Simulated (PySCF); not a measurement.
**Working out the ionisation energy of Ru**

Ru [Kr] 4d7 5s1 (5F) → Ru⁺ [Kr] 4d7 (4F). Calculation: PySCF 2.14, in aug-cc-pwCVTZ-DK with one added diffuse shell each of s, p, d, f, g type (12s11p9d5f4g, 161 functions); the spin-free X2C one-electron Hamiltonian (Gaussian nucleus). Frozen: [Ar] 3d10. Energies in hartree (1 hartree = 27.21139 eV):

| part | Ru (lower) | Ru⁺ (upper) |
| --- | --- | --- |
| UHF | -4527.858050 | -4527.626763 |
| MP2 opposite-spin | -0.369310 | -0.350445 |
| MP2 same-spin | -0.179199 | -0.156533 |

Task: What does Hartree-Fock give?

Result: (-4527.626763) − (-4527.858050) = 0.231287 hartree = 6.294 eV.

Task: What do MP2 and SCS-MP2 (6/5 opposite-spin, 1/3 same-spin) give?

Result: The opposite-spin parts differ by 0.513 eV and the same-spin parts by 0.617 eV. MP2: 6.294 + (0.513) + (0.617) = 7.424 eV. SCS-MP2: 6.294 + 1.2 × (0.513) + (0.617)/3 = 7.115 eV.

Measured between the centres of the two terms (NIST): 7.365 eV, so MP2 (valence and next inner shell) is off by 0.059 eV.

What remains against the reference includes basis incompleteness, the frozen core and correlation beyond second order.
